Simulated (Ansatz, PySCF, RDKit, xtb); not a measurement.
Complex: H2O (SMILES O) (first 3 atoms) with CH4S (SMILES CS); geometry from B3LYP-D3(BJ)/def2-TZVP, rigid monomers moved along the line of their centres of mass till O1···H9 is 1.98 Å.
(charge 0, multiplicity 1):
```xyz
9

O     -0.031     0.483     0.038
H     -0.754     0.098    -0.469
H      0.775     0.206    -0.412
C     -0.286     0.881     3.986
S     -0.126    -0.725     3.138
H     -1.193     1.398     3.681
H     -0.345     0.666     5.052
H      0.582     1.511     3.802
H     -0.073    -0.238     1.884
```

Interaction energies are E(AB) − E(A) − E(B) at the monomers' geometry in the complex; basis-set methods are counterpoise corrected. Rows marked so take none. RDKit's UFF carries no charges.

Rows in 6-311+G**, 6-31G* carry no dispersion term and start afresh at each structure (6-31G* with six Cartesian d functions). MP2/6-31G* freezes PySCF's default core.

Run with Ansatz (an electronic-structure program); PySCF for 6-311+G** rows, 6-31G* rows, the dispersion terms; RDKit for the force fields; xtb for the GFN methods. 

| level | interaction energy (kcal/mol) |
|---|---|
| MMFF94 | -2.47 |
| UFF | 12.86 |
| GFN2-xTB | -3.51 |
| HF/6-31G* | -0.02 |
| r2SCAN-D4/def2-TZVPPD | -1.94 |
| B3LYP/6-311+G** (no counterpoise) | -1.97 |
| PBE0/def2-TZVPPD | -1.50 |
| wB97X-V/def2-TZVPPD | (withheld) |
| MP2/6-31G* | (withheld) |

Some entries are withheld; supply them.


- wB97X-V/def2-TZVPPD, interaction energy (kcal/mol): -1.56
- MP2/6-31G*, interaction energy (kcal/mol): -1.28
